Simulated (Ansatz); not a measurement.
Start from `[NH2][Al]([SH])[O][SiH3]` and change one atom or group to get `[NH2][Al]([F])[SH]`.

Ansatz, PBE0-D4/def2-TZVP geometries, multiplicity 1. Each molecule was computed in one conformer, which needn't be the lowest.

```json
{"property": "zero-point energy (PBE0-D4/def2-TZVP) / kJ/mol", "`[NH2][Al]([SH])[O][SiH3]`": "171.1"}
{"property": "size of the dipole moment (B3LYP/def2-TZVPP) / D", "`[NH2][Al]([SH])[O][SiH3]`": "1.25"}
{"property": "size of the dipole moment (ωB97M-V/def2-TZVPP) / D", "`[NH2][Al]([SH])[O][SiH3]`": "1.27"}
{"property": "LUMO energy (PBE/def2-TZVPP) / eV", "`[NH2][Al]([SH])[O][SiH3]`": "-1.27"}
{"property": "HOMO energy (PBE/def2-TZVPP) / eV", "`[NH2][Al]([SH])[O][SiH3]`": "-6.10"}
{"property": "LUMO energy (PBE0/def2-TZVPP) / eV", "`[NH2][Al]([SH])[O][SiH3]`": "-0.44"}
```

**Question.** What does the change do to each property? (Best estimate.)

**Answer.** Ansatz gave: 
```
                                          property  `[NH2][Al]([F])[SH]`  shift
    zero-point energy (PBE0-D4/def2-TZVP) / kJ/mol                  99.3  -71.8
  size of the dipole moment (B3LYP/def2-TZVPP) / D                  1.55   0.30
size of the dipole moment (ωB97M-V/def2-TZVPP) / D                  1.54   0.27
                 LUMO energy (PBE/def2-TZVPP) / eV                 -1.24   0.03
                 HOMO energy (PBE/def2-TZVPP) / eV                 -6.24  -0.14
                LUMO energy (PBE0/def2-TZVPP) / eV                 -0.41   0.03
```

The zero-point energy changes by -71.8 kJ/mol with -12 modes. Dipoles are sizes alone; their direction can turn.

B3LYP here is the variant with VWN-RPA as its local correlation; programs differ in this.
